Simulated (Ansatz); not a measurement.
The Sn1–H4 bond of BrFH2Sn (SMILES [F][SnH2][Br]) is stretched (multiplicity 1, the rest rigid).
Geometry at rest (charge 0, multiplicity 1):
```xyz
5

Sn    -0.8209    -0.2542     0.0412
F     -1.5335     1.4364    -0.5548
Br     1.6422     0.0461     0.0704
H     -1.2425    -1.3772    -1.1627
H     -1.3881    -0.4538     1.6308
```

Correlated levels freeze the cores. Filled d and f shells under p-block atoms count as core.

Programs: Ansatz (an electronic-structure program). Values without a source in brackets are computed. In def2 rows elements past Kr take small-core potentials, without spin–orbit coupling.

FIC-MRCISD+Q on CASSCF(2,2)/def2-TZVPP, total energies (hartree):

| R (Å) | CASSCF | MRCISD | weight c² of the reference |
|---|---|---|---|
| 1.700 | -2886.501956 | -2886.974473 | 0.88606 |
| 2.974 | -2886.412425 | -2886.877055 | 0.88643 |
| 5.438 | -2886.390931 | -2886.853468 | 0.88712 |

Question: Add the Davidson correction (E_MRCISD − E_CASSCF)(1 − c²)/c² and give the energies above the first point at the three levels.

Answer: 
Corrections (hartree): -0.060760, -0.059527, -0.058852. Above the first point (kcal/mol):
- R = 2.974 Å: CASSCF 56.2, MRCISD 61.1, with the correction 61.9
- R = 5.438 Å: CASSCF 69.7, MRCISD 75.9, with the correction 77.1
